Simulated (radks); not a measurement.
Spherical jellium clusters: N electrons in a uniform positive sphere of charge N and radius rs N^(1/3), rs = 4.08 bohr. Method: non-relativistic Kohn-Sham, LDA (Slater exchange, Perdew-Wang correlation), spin-polarised, spherical densities; computed with a radial shooting solver with Libxc functionals. Levels are named by radial order and angular momentum (1s, 1p, 1d, 2s, ...), and open shells are averaged over m.

N = 8, configuration 1s2 1p6. This is the lowest configuration that the search found. Occupied and some empty levels:

level,occupation,eigenvalue (eV),<r> (bohr)
1s,2,-4.3524,5.473
1p,6,-3.1758,6.645
1d,0,-1.7714,7.777
2s,0,-1.3378,7.861
1f,0,-0.32680,9.513

Energy (eV): total -14.6551, kinetic 12.588, external -250.79, Hartree 123.26, exchange-correlation -27.765, background 128.05. Static polarisability (adiabatic kernel): 773.1 bohr^3, against R^3 = 543.3 for a classical metal sphere.
